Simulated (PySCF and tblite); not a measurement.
The numbers below are computed, except where a source is named.
System: ClF₄Si (charge -1), numbered as in [F:1][Si-:2]([F:3])([F:4])([F:5])[Cl:6].

Motion: Berry pseudorotation at Si2 with F3 as pivot. GFN2-xTB gives an electronic barrier of 3.1 kcal/mol and a reaction energy of 2.9 kcal/mol.

The ion is treated without a counter-ion.

**Question.** What does B3LYP/pcSseg-1 + D3(BJ), IEF-PCM acetonitrile give on PBE0-D3(BJ)/def2-SVP geometries?

**Answer.** A barrier of 2.3 kcal/mol, 0.8 below the tight-binding barrier (from unrounded values), a reaction energy of -0.8 kcal/mol and, with GFN2-xTB thermal terms, ΔG‡(298 K) = 2.7 kcal/mol and k = 1.3×10¹¹ s⁻¹ (2 equivalent paths).

**Question.** And the level of the geometries itself, PBE0-D3(BJ)/def2-SVP?

**Answer.** 2.3 kcal/mol.

Programs: tblite and PySCF.
